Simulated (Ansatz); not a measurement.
Ansatz (a program for electronic structure) input (PBE0/def2-TZVP):

Ansatz 0.2 input:
```yaml
crystal:
  periodic: [false, false, false]
  atoms:
    - {symbol: C, position_ang: [1.80656594, -0.07992923, -0.24679120]}
    - {symbol: Si, position_ang: [-0.02454918, -0.00583127, 0.01315256]}
    - {symbol: O, position_ang: [-0.76911186, 1.03031715, -1.03652801]}
    - {symbol: O, position_ang: [-0.76621183, -1.44658996, -0.25843420]}
    - {symbol: O, position_ang: [-0.23234157, 0.42729227, 1.58338397]}
    - {symbol: H, position_ang: [2.27860565, 0.87603881, -0.01034110]}
    - {symbol: H, position_ang: [2.25290822, -0.83929150, 0.39742828]}
    - {symbol: H, position_ang: [2.04141092, -0.32968613, -1.28277775]}
    - {symbol: H, position_ang: [-0.51560055, 1.95596761, -1.02179364]}
    - {symbol: H, position_ang: [-1.30129675, -1.51389686, -1.05300941]}
    - {symbol: H, position_ang: [-1.11041240, 0.32392548, 1.95973091]}
basis:
  gaussian:
    orbitals: def2-TZVP
hamiltonian:
  xc: {name: PBE0}
```

End of the output:

```
integrals: 0.11 GiB planned
1165 factors; their error is unknown
0.29 GiB of the device are held for the grids
1.06 GiB of device memory are held for the factors and their scratch space
mean field: 0.82 GiB planned
mean field evaluation 1: about -15136.2299 eV, gradient 9.3e1 eV
mean field evaluation 2: about -15124.5797 eV, gradient 1.2e2 eV
mean field evaluation 4: about -15150.5448 eV, gradient 4.0e0 eV
mean field evaluation 8: about -15150.5782 eV, gradient 1.6e-1 eV
mean field evaluation 16: about -15150.6207 eV, gradient 2.4e-4 eV
mean field -15150.62065437 eV, -556.7750395885 hartree, gradient 2.9e-5 eV, S^2 0.000000; 0 other end points of the search recorded, 0 dependent functions left out
reference -15150.62068355 eV, -556.7750406608 hartree; 25, 25 occupied and 172, 172 virtual orbitals, 1165 factors
Total energy: -15150.62068355 eV, -556.7750406608 hartree
```
